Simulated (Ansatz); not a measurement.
Consider the formal exchange of groups at the Si–Ga bond: `[F][Ga]([SiH3])[Cl]` + `B1C[SiH2][SiH2]1` → `[SiH3]C1B[SiH2][SiH2]1` + `[F][GaH][Cl]`.

Gas-phase electronic energies from Ansatz, PBE0-D4/def2-TZVP geometries. CCSD(T)/CBS is the MP2 limit (def2-TZVPP, def2-QZVPP) plus CCSD(T) − MP2 in def2-TZVPP, frozen cores. Functionals use def2-TZVPP. B3LYP here is the variant with VWN-RPA as its local correlation; programs differ in this. For Ga outer-core shells are correlated without core-valence functions, which leaves a few kJ/mol of doubt a bond. Scalar relativity is left out up to krypton.

```
             level  ΔE (kJ/mol)  difference from CCSD(T)/CBS
            PBE-D4         25.1                         12.5
           PBE0-D4         19.4                          6.8
          B3LYP-D4         18.5                          5.9
           ωB97X-V         12.8                          0.2
            r2SCAN         20.5                          7.9
              PBE0         25.2                         12.6
             B3LYP         29.2                         16.6
     HF/def2-TZVPP         13.2                          0.6
SCS-MP2/def2-TZVPP          6.2                         -6.4
   CCSD/def2-TZVPP         12.2                         -0.4
CCSD(T)/def2-TZVPP         11.3                         -1.3
     HF/def2-QZVPP         11.7                         -0.9
    MP2/def2-QZVPP          4.6                         -8.0
SCS-MP2/def2-QZVPP          6.0                         -6.6
      HF/CBS(def2)         11.5                         -1.1
     MP2/CBS(def2)          5.7                         -6.9
       CCSD(T)/CBS         12.6                            0
```

Largest T1 diagnostic among the species: 0.015.

From PBE to PBE0 (25 % exact exchange), in def2-TZVPP and without D4, ΔE moves by −6.6 kJ/mol. The D4 term adds −10.7 kJ/mol with B3LYP and −5.8 kJ/mol with PBE0; it sums over pairs of atoms, weighted by their polarisabilities, and B3LYP, whose exchange is more repulsive, gets the larger term.
